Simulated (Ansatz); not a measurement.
CH$_{4}$FInO (`[CH3][In]([OH])[F]`): the same geometry under several functionals.

```yaml
crystal:
  periodic: [false, false, false]
  atoms:
    - {symbol: C, position_ang: [-1.246063, 0.547477, -0.059126]}
    - {symbol: In, position_ang: [0.595543, -0.487850, -0.293784]}
    - {symbol: O, position_ang: [2.297950, -0.578068, 0.700242]}
    - {symbol: F, position_ang: [0.805424, -1.681396, -1.824650]}
    - {symbol: H, position_ang: [-1.070250, 1.621886, -0.104393]}
    - {symbol: H, position_ang: [-1.915022, 0.247268, -0.863492]}
    - {symbol: H, position_ang: [-1.688071, 0.297971, 0.904984]}
    - {symbol: H, position_ang: [2.312589, -0.024388, 1.484420]}
basis:
  gaussian: {orbitals: def2-TZVPP}
hamiltonian: {xc: {name: B97M-V}}
output: {orbitals: {seedname: orbitals}}
```

```sh
$ ansatz run in.yaml --threads 2 --pin off --events-out ev --progress --plain
```

Output, abridged:

```
Functional definition: B97M-V
1111 factors; their error is unknown
mean field evaluation 1: about -11025.5339 eV, gradient 9.3e1 eV
mean field evaluation 2: about -10948.9570 eV, gradient 1.9e2 eV
mean field evaluation 4: about -11041.9387 eV, gradient 1.5e1 eV
mean field evaluation 8: about -11042.4381 eV, gradient 2.6e-1 eV
mean field evaluation 16: about -11042.4277 eV, gradient 1.4e-3 eV
mean field -11042.42768918 eV, -405.8017327510 hartree, gradient 4.0e-5 eV, S^2 0.000000; 0 other end points of the search recorded, 0 dependent functions left out
reference -11042.42778789 eV, -405.8017363784 hartree; 24, 24 occupied and 175, 175 virtual orbitals, 1111 factors
Total energy: -11042.42778789 eV, -405.8017363784 hartree
```

Run time 12 s (2 threads of a server CPU on a shared host); peak host memory 0.28 GiB.

With the line `hamiltonian: {xc: r2scan, dispersion: d4}` and forces (abridged; 5.5 s):

```
Functional definition: r2SCAN
mean field evaluation 16: about -11043.1895 eV, gradient 5.0e-3 eV
mean field -11043.18951094 eV, -405.8297291843 hartree, gradient 5.8e-5 eV, S^2 0.000000
Total energy: -11043.21760233 eV, -405.8307615239 hartree
Atom 0 force    -0.103218     0.045513    -0.002691 eV/Å
Atom 1 force    -0.094663     0.068421     0.032611 eV/Å
Atom 2 force     0.152697    -0.081724    -0.013513 eV/Å
Atom 3 force     0.027321    -0.050871    -0.053020 eV/Å
Atom 4 force     0.004465    -0.029595     0.001472 eV/Å
Atom 5 force     0.018371     0.003504     0.015471 eV/Å
Atom 6 force     0.019513     0.002515    -0.023163 eV/Å
Atom 7 force    -0.024485     0.042237     0.042832 eV/Å
Dipole moment:    -0.544020     0.651379     0.552578 e Å
```

With the line `hamiltonian: {xc: {name: PBE-QIDH}}` (abridged; 6.5 s):

```
Functional definition: PBE-QIDH
mean field evaluation 16: about -11021.7929 eV, gradient 1.8e-4 eV
mean field -11021.79294106 eV, -405.0434197443 hartree, gradient 3.8e-6 eV, S^2 0.000000
7 core orbitals not correlated: weight in the atoms' cores, before any rotation towards them, 1.000 or more for the frozen orbitals, at most 0.000 for the correlated occupied ones
second order -29.37030311 eV of doubles, -0.00000000 eV of singles
Total energy: -11031.58305990 eV, -405.4031999759 hartree
```

With the line `hamiltonian: {xc: {name: r2SCAN0}, dispersion: d4}` (abridged; 5.5 s):

```
Functional definition: r2SCAN0
mean field evaluation 16: about -11041.3668 eV, gradient 5.4e-5 eV
mean field -11041.36681891 eV, -405.7627464878 hartree, gradient 5.4e-5 eV, S^2 0.000000
Total energy: -11041.40049668 eV, -405.7639841228 hartree
```

Changing it to `hamiltonian: {xc: hse06, dispersion: d4}` (abridged; 3.4 s):

```
Functional definition: HSE06
mean field evaluation 16: about -11037.5187 eV, gradient 3.5e-5 eV
mean field -11037.51869003 eV, -405.6213303597 hartree, gradient 3.5e-5 eV, S^2 0.000000
Total energy: -11037.61282443 eV, -405.6247897350 hartree
```

The same input with `hamiltonian: {xc: lda}` (abridged; 2 s):

```
Functional definition: SPW92
mean field evaluation 16: about -10992.9147 eV, gradient 4.6e-4 eV
mean field -10992.91469202 eV, -403.9821636665 hartree, gradient 2.3e-5 eV, S^2 0.000000
Total energy: -10992.91475521 eV, -403.9821659888 hartree
```

HSE06 is the plane-wave form, built on full-range PBE exchange.
